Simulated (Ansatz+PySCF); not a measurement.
Values are calculated unless marked as measured or tabulated.
This PySCF input gave a total energy of -1715.35255 hartree.

```python
from pyscf import gto, dft

mol = gto.M(atom="""
Cu 0.000000 0.000000 0.000000
O 0.000000 0.000000 1.792960
""", basis='def2-svp', charge=0, spin=1)
mf = dft.UKS(mol, xc='wb97x')
mf.init_guess = 'minao'
mf.kernel()
while True:  # follow internal instabilities
    mo, _, stable, _ = mf.stability(return_status=True)
    if stable: break
    mf.kernel(mf.make_rdm1(mo, mf.mo_occ))
print(mf.converged, mf.e_tot, mf.spin_square()[0])
```

Q: Write an input for Ansatz with the same method and basis set.

A:

```yaml
crystal:
  periodic: [false, false, false]
  atoms:
    - { symbol: Cu, position_ang: [0.0, 0.0, 0.0] }
    - { symbol: O, position_ang: [0.0, 0.0, 1.79296] }
basis:
  gaussian: { orbitals: def2-SVP }
magnetization:
  spin_polarized: true
  initial_magnetization: 1
hamiltonian:
  xc: { name: wB97X }
```

Ansatz (development build ahead of 0.2.0) gave -1715.35254 hartree, 0.16 meV from the first.
